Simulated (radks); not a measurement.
Q: Method: Dirac Kohn-Sham, PBE, spin-unpolarised, spherical densities, finite nucleus; open shells fill j = l - 1/2 first; Fermi nuclear charge, rms radius of each element as measured or else 0.836 A^(1/3) + 0.57 fm; computed with a radial shooting solver on a logarithmic mesh with Libxc functionals. Each species is in its NIST ground configuration. Rank Co, Ir, Rh by Delta-SCF ionisation energy (eV), largest first.

A: Ir 9.833, Rh 7.454, Co 6.561.
